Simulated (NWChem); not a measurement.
System: iodine (I2); SMILES II

```xyz
2

I      0.0000     0.0000     1.3278
I      0.0000     0.0000    -1.3278
```
Atoms are numbered in this order, from 1.

Level: PBE0-D3(BJ)/def2-TZVP with def2 effective core potentials on I (NWChem), optimised geometry, unscaled harmonic frequencies. def2 effective core potentials on I; no spin-orbit coupling.

Task: List the harmonic frequencies with IR intensities, and the thermochemistry.

Result: 
```csv
frequency (cm⁻¹),IR intensity (km/mol)
226,0.0
```

```
Quantity                                                                           Result
-----------------------------------------------------------------------  ----------------
zero-point energy                                                            0.3 kcal/mol
thermal correction to the enthalpy at 298.15 K (with zero-point energy)      2.7 kcal/mol
heat capacity Cv                                                          6.8 cal/(mol K)
entropy at 298.15 K and 1 atm (symmetry number 2)                        62.1 cal/(mol K)
```

Rigid rotor and harmonic oscillator.
